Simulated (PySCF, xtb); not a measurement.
C₂H₄F₂Si, SMILES C=C(F)[SiH2]F. One conformer was computed; it need not be the lowest.

Harmonic wavenumbers (cm⁻¹) from GFN2-xTB (xtb) at its own minimum, in rising order: 47, 142, 280, 315, 381, 533, 558, 647, 711, 731, 759, 825, 897, 927, 1167, 1368, 1665, 2338, 2355, 3105, 3161.

Problem. What does B3LYP-D3(BJ)/def2-SVP in PySCF give at its own minimum? (Estimate from the structure and the level; the computed values follow.)

Solution. 78, 146, 313, 329, 396, 655, 683, 715, 769, 858, 912, 928, 942, 979, 1233, 1371, 1702, 2260, 2263, 3153, 3261. Paired by order, the mean absolute difference is 65 cm⁻¹ and the zero-point energies are 32.8 and 34.2 kcal/mol.
